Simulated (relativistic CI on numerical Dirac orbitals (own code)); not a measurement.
**Level scheme of Fe24+**

These numbers are calculated, not measured: Dirac-Coulomb-Breit CI, KLI orbitals optimised for each configuration, model QED (radiative potential, 1s self-energy scaled to tabulated hydrogen-like ionisation energies), unscaled Slater integrals (own radial code, finite nucleus).

CI space: 1s2, 1s 2s, 1s 2p, 1s 3s, 1s 3p, 1s 3d, 1s 4s, 1s 4p, 1s 4d, 1s 4f, 1s 5s, 1s 5p, 1s 5d, 1s 5f, 1s 5g, 1s 6s, 1s 6p, 1s 6d. Levels of other configurations are missing.

```
No.  Configuration  Term  J   E (eV)    %  Next component (%)  Landé g
  1            1s2    1S  0     0.00  100                             
  2          1s 2s    3S  1  6635.17  100                        1.987
  3          1s 2p   3P°  0  6664.21  100                             
  4          1s 2p   3P°  1  6666.25   92               8 1P°    1.445
  5          1s 2s    1S  0  6666.72  100                             
  6          1s 2p   3P°  2  6680.96  100                        1.492
  7          1s 2p   1P°  1  6699.47   92               8 3P°    1.042
  8          1s 3s    3S  1  7861.79  100                        1.989
  9          1s 3p   3P°  0  7869.81  100                             
 10          1s 3s    1S  0  7870.22  100                             
 11          1s 3p   3P°  1  7870.40   91               9 1P°    1.443
 12          1s 3p   3P°  2  7874.79  100                        1.494
 13          1s 3d    3D  2  7879.02   66               34 1D    1.103
 14          1s 3d    3D  1  7879.10  100                        0.502
 15          1s 3p   1P°  1  7879.88   91               9 3P°    1.048
 16          1s 3d    3D  3  7880.70  100                        1.328
 17          1s 3d    1D  2  7880.99   66               34 3D    1.058
 18          1s 4s    3S  1  8286.55  100                        1.990
 19          1s 4p   3P°  0  8289.86  100                             
 20          1s 4s    1S  0  8290.01  100                             
 21          1s 4p   3P°  1  8290.10   91               9 1P°    1.443
 22          1s 4p   3P°  2  8291.95  100                        1.494
 23          1s 4d    3D  2  8293.70   68               32 1D    1.106
 24          1s 4d    3D  1  8293.73  100                        0.504
 25          1s 4p   1P°  1  8294.06   91               9 3P°    1.050
 26          1s 4d    3D  3  8294.40  100                        1.329
 27          1s 4f   3F°  3  8294.50   57              43 1F°    1.043
 28          1s 4f   3F°  2  8294.54  100                        0.669
 29          1s 4d    1D  2  8294.55   68               32 3D    1.056
 30          1s 4f   3F°  4  8294.88  100                        1.247
 31          1s 4f   1F°  3  8294.90   57              43 3F°    1.038
 32          1s 5s    3S  1  8482.03  100                        1.990
 33          1s 5p   3P°  0  8483.70  100                             
 34          1s 5s    1S  0  8483.78  100                             
 35          1s 5p   3P°  1  8483.83   91               9 1P°    1.443
 36          1s 5p   3P°  2  8484.77  100                        1.495
 37          1s 5d    3D  2  8485.66   69               31 1D    1.108
 38          1s 5d    3D  1  8485.67  100                        0.504
 39          1s 5p   1P°  1  8485.84   91               9 3P°    1.051
 40          1s 5d    3D  3  8486.01  100                        1.329
 41          1s 5f   3F°  3  8486.07   57              43 1F°    1.043
 42          1s 5f   3F°  2  8486.09  100                        0.669
 43          1s 5d    1D  2  8486.09   69               31 3D    1.056
 44          1s 5f   3F°  4  8486.26  100                        1.247
 45          1s 5g    3G  4  8486.26   55               45 1G    1.024
 46          1s 5g    3G  3  8486.27  100                        0.752
 47          1s 5f   1F°  3  8486.28   57              43 3F°    1.038
 48          1s 5g    3G  5  8486.38  100                        1.197
 49          1s 5g    1G  4  8486.39   55               45 3G    1.024
 50          1s 6s    3S  1  8587.82  100                        1.990
 51          1s 6p   3P°  0  8588.78  100                             
 52          1s 6s    1S  0  8588.83  100                             
 53          1s 6p   3P°  1  8588.85   91               9 1P°    1.443
 54          1s 6p   3P°  2  8589.40  100                        1.495
 55          1s 6d    3D  2  8589.91   69               31 1D    1.109
 56          1s 6d    3D  1  8589.91  100                        0.504
 57          1s 6p   1P°  1  8590.01   91               9 3P°    1.051
 58          1s 6d    3D  3  8590.11  100                        1.330
 59          1s 6d    1D  2  8590.16   69               31 3D    1.055
```

Energies count from the lowest computed level; ° marks odd parity.

The mean weight of the leading LS term, summed over parents, in these 59 levels is 90 %, and that of the leading jj configuration (from the same eigenvectors) 98 %.

At this charge energies of transitions that change n are usually good to better than 1 %, and those within a shell (Δn = 0) to a few per cent.

LS names give the leading component of a level, which can be under half, so a name can repeat, a term be missing and a line seem to break the LS rules.
